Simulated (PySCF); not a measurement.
Species: C8H8Cl2.
Numbering: `[CH2:1]=[C:2]([Cl:3])/[CH:4]=[C:5](\[Cl:6])[C:7]#[C:8][CH2:9][CH3:10]` (hydrogens: H11, H12 on C1; H13 on C4; H14, H15 on C9; H16, H17, H18 on C10)

The same species was optimised twice, with GFN2-xTB and with PBE0-D3(BJ)/def2-SVP (PySCF), and the same property calculations (PySCF, gas phase) were run on both structures.

```csv
coordinate,GFN2-xTB,PBE0-D3(BJ)/def2-SVP,change
C5–C7 (Å),1.408,1.420,+0.012
C7≡C8 (Å),1.205,1.216,+0.011
C2–C4 (Å),1.440,1.451,+0.011
C8–C9 (Å),1.445,1.455,+0.010
C1=C2 (Å),1.335,1.345,+0.010
C4=C5 (Å),1.346,1.355,+0.009
C5–Cl6 (Å),1.733,1.735,+0.002
C9–C10 (Å),1.530,1.528,-0.002
C2–Cl3 (Å),1.734,1.735,+0.001
C5–C7–C8 (°),176.8,179.0,+2.2
C2–C4–C5 (°),131.7,134.0,+2.3
C8–C9–C10 (°),111.1,113.2,+2.1
C7–C8–C9 (°),179.6,178.6,-1.0
Cl3–C2–C4 (°),119.5,120.6,+1.1
C1–C2–C4 (°),122.2,121.3,-0.9
Cl6–C5–C7 (°),112.9,113.5,+0.6
C4–C5–Cl6 (°),125.7,125.3,-0.4
C1–C2–C4–C5 (°),-179,180,-1
```

Rotational constants: A = 2241, B = 404.1, C = 344.8 MHz (GFN2-xTB) against A = 2179, B = 392.5, C = 334.8 MHz (PBE0-D3(BJ)/def2-SVP). Point groups within 0.08 Å: C1 and C1.

On the GFN2-xTB structure: HOMO (eV) -6.54 [PBE0/pcSseg-1]; LUMO (eV) -1.85 [PBE0/pcSseg-1]; dipole (D) 3.28 [PBE0/pcSseg-1]; GIAO shielding of C1 (ppm) 60.5 [PBE0/pcSseg-1]; GIAO shielding of C2 (ppm) 37.0 [PBE0/pcSseg-1]; GIAO shielding of Cl3 (ppm) 711.3 [PBE0/pcSseg-1]; GIAO shielding of C4 (ppm) 52.7 [PBE0/pcSseg-1]; GIAO shielding of C5 (ppm) 58.3 [PBE0/pcSseg-1]; GIAO shielding of Cl6 (ppm) 663.9 [PBE0/pcSseg-1]; GIAO shielding of C7 (ppm) 100.3 [PBE0/pcSseg-1]; GIAO shielding of C8 (ppm) 79.5 [PBE0/pcSseg-1].

**Question.** What do these properties become on the PBE0-D3(BJ)/def2-SVP structure?

**Answer.** 
| property | level | on GFN2-xTB | on PBE0-D3(BJ)/def2-SVP | change |
| --- | --- | --- | --- | --- |
| HOMO (eV) | PBE0/pcSseg-1 | -6.54 | -6.54 | 0.00 |
| LUMO (eV) | PBE0/pcSseg-1 | -1.85 | -1.90 | -0.05 |
| dipole (D) | PBE0/pcSseg-1 | 3.28 | 3.35 | +0.07 |
| energy, GFN2-xTB geometry as zero (kcal/mol) | PBE0/pcSseg-1 | 0.0 | -1.1 | -1.1 |
| GIAO shielding of C1 (ppm) | PBE0/pcSseg-1 | 60.5 | 56.3 | -4.2 |
| GIAO shielding of C2 (ppm) | PBE0/pcSseg-1 | 37.0 | 35.5 | -1.5 |
| GIAO shielding of Cl3 (ppm) | PBE0/pcSseg-1 | 711.3 | 711.9 | +0.6 |
| GIAO shielding of C4 (ppm) | PBE0/pcSseg-1 | 52.7 | 49.3 | -3.4 |
| GIAO shielding of C5 (ppm) | PBE0/pcSseg-1 | 58.3 | 57.6 | -0.7 |
| GIAO shielding of Cl6 (ppm) | PBE0/pcSseg-1 | 663.9 | 669.7 | +5.8 |
| GIAO shielding of C7 (ppm) | PBE0/pcSseg-1 | 100.3 | 99.3 | -1.0 |
| GIAO shielding of C8 (ppm) | PBE0/pcSseg-1 | 79.5 | 79.6 | +0.1 |

The heavy atoms differ by 0.068 Å rms after alignment. Among bonds between heavy atoms C2–C4, C5–C7 and C7≡C8 change most and about equally (+0.011 to +0.012 Å). Changes are differences of the printed values. Neither structure is proved a minimum here.

Shape of the structure used: `[CH2:1]=[C:2]([Cl:3])/[CH:4]=[C:5](\[Cl:6])[C:7]#[C:8][CH2:9][CH3:10]`: C1–C2–C4–C5 180°.
